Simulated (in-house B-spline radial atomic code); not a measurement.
# Ionising neutral gadolinium with different functionals

Computed with a radial B-spline atomic code at the basis-set limit: scalar-relativistic (spin-free X2C) Hamiltonian, Fermi nucleus of rms radius 5.1569 fm, spin-polarised at highest spin, spherical fractional occupations for the functionals, the average over the highest-spin determinants for Hartree-Fock. The ionisation energy is the difference of two self-consistent energies, [Xe] 4f7 5d1 6s2 → [Xe] 4f7 5d1 6s1, without Breit or QED terms; ε is the level of the shell that loses the electron (its least bound occupied spin orbital). There is no spin-orbit coupling in this Hamiltonian.

Hybrids are left out here: with spherical fractional occupations of an open shell their exact exchange keeps a self-interaction that integer-occupation calculations don't have.

```json
{"method": "Hartree-Fock", "rung": "Hartree-Fock", "ΔSCF (eV)": "4.84", "-ε(6s) (eV)": "5.01"}
{"method": "LDA VWN5", "rung": "LDA", "ΔSCF (eV)": "6.24", "-ε(6s) (eV)": "3.91"}
{"method": "LDA PW92", "rung": "LDA", "ΔSCF (eV)": "6.25", "-ε(6s) (eV)": "3.92"}
{"method": "LDA exchange-only", "rung": "LDA", "ΔSCF (eV)": "5.02", "-ε(6s) (eV)": "2.96"}
{"method": "PBE", "rung": "GGA", "ΔSCF (eV)": "5.99", "-ε(6s) (eV)": "3.75"}
{"method": "PBEsol", "rung": "GGA", "ΔSCF (eV)": "5.96", "-ε(6s) (eV)": "3.77"}
{"method": "BLYP", "rung": "GGA", "ΔSCF (eV)": "6.08", "-ε(6s) (eV)": "3.68"}
{"method": "RPBE", "rung": "GGA", "ΔSCF (eV)": "5.94", "-ε(6s) (eV)": "3.69"}
{"method": "PW91", "rung": "GGA", "ΔSCF (eV)": "6.02", "-ε(6s) (eV)": "3.79"}
{"method": "BP86", "rung": "GGA", "ΔSCF (eV)": "6.15", "-ε(6s) (eV)": "3.90"}
{"method": "AM05", "rung": "GGA", "ΔSCF (eV)": "5.91", "-ε(6s) (eV)": "3.70"}
{"method": "OLYP", "rung": "GGA", "ΔSCF (eV)": "5.82", "-ε(6s) (eV)": "3.44"}
{"method": "TPSS", "rung": "meta-GGA", "ΔSCF (eV)": "5.83", "-ε(6s) (eV)": "3.70"}
{"method": "SCAN", "rung": "meta-GGA", "ΔSCF (eV)": "5.58", "-ε(6s) (eV)": "3.70"}
{"method": "r2SCAN", "rung": "meta-GGA", "ΔSCF (eV)": "5.62", "-ε(6s) (eV)": "3.74"}
{"method": "revTPSS", "rung": "meta-GGA", "ΔSCF (eV)": "5.84", "-ε(6s) (eV)": "3.73"}
```

(1) How do they compare with the NIST value?

## Answers

(1) NIST lists 6.150 eV (measured, ground level to ground level). Errors run from -1.31 to +0.10 eV; BP86 is closest (+0.00 eV), but part of that can be cancellation, since the calculations leave out spin-orbit coupling, Breit-QED terms, multiplet and fine-structure energies. Hartree-Fock also lacks correlation.
